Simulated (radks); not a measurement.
Q: All-electron atom: Ce2+ in [Xe] 4f1 6s1 (not the ground configuration). Method: scalar-relativistic Kohn-Sham, PBEsol, spin-unpolarised, spherical densities, finite nucleus; Fermi nuclear charge, rms radius 4.8771 fm; computed with a radial shooting solver on a logarithmic mesh with Libxc functionals. Some entries of the table are withheld. Estimate them.

| orbital | occ. | eigenvalue (eV) | <r^2> (bohr^2) |
|---|---|---|---|
| 1s | 2 | -40263.69 | (1) |
| 2s | 2 | -6460.437 | 0.01307 |
| 2p | 6 | (2) | 0.01042 |
| 3s | 2 | -1403.148 | (3) |
| 3p | 6 | (4) | 0.08880 |
| 3d | 10 | -885.7728 | (5) |
| 4s | 2 | -296.0789 | 0.4584 |
| 4p | 6 | -226.3218 | 0.5179 |
| 4d | 10 | -125.9046 | 0.6426 |
| 5s | 2 | -55.8637 | 2.545 |
| 5p | 6 | -38.2190 | 3.372 |
| 4f | 1 | -20.7776 | 1.486 |
| 6s | 1 | (6) | 14.47 |

A: 
(1) 1s <r^2> (bohr^2): 0.0008214
(2) 2p eigenvalue (eV): -5788.882
(3) 3s <r^2> (bohr^2): 0.08880
(4) 3p eigenvalue (eV): -1189.535
(5) 3d <r^2> (bohr^2): 0.07584
(6) 6s eigenvalue (eV): -14.8932
